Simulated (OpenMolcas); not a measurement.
Ru2+ (d6) among equal point charges was computed by CASSCF with the d shell active (OpenMolcas, ANO-RCC-VDZP on the metal). Its lowest spin-free states, and all those of the highest spin:

```tsv
2S+1	Degeneracy	E (cm-1)
1	1	0.0
5	1	976.0
5	2	1682
3	1	5258
3	2	5495
3	2	9957
3	1	10093
1	1	12550
1	2	12804
3	2	18969
3	1	19412
5	2	19509
```

**Question.** Is the site octahedral, tetrahedral or cube-like, axial, or of lower symmetry?

**Answer.** The states with 2S+1 = 5 have orbital degeneracies 1, 2, 2. There are pairs but no triples, so the site is axial: not cubic, but with a proper or improper axis of order three or more. The run had Ru2+ among 6 point charges of -1.7 e arranged as a trigonal antiprism (D3d), 1.84 Å from the ion, with a polar angle of 55.3° against the regular 54.74°. The active orbitals were held to one l.

Without dynamic correlation the repulsion within the d shell is too large (B by tens of per cent), so at a given field states of lower spin stand too high. This shell can be high or low spin here, a state of another spin lies low, and with metal d orbitals alone active their balance is uncertain, so the ground spin may be wrong, although the usual error favours high spin. This is an electrostatic model: the charges have no orbitals. No measured value stands beside these numbers.
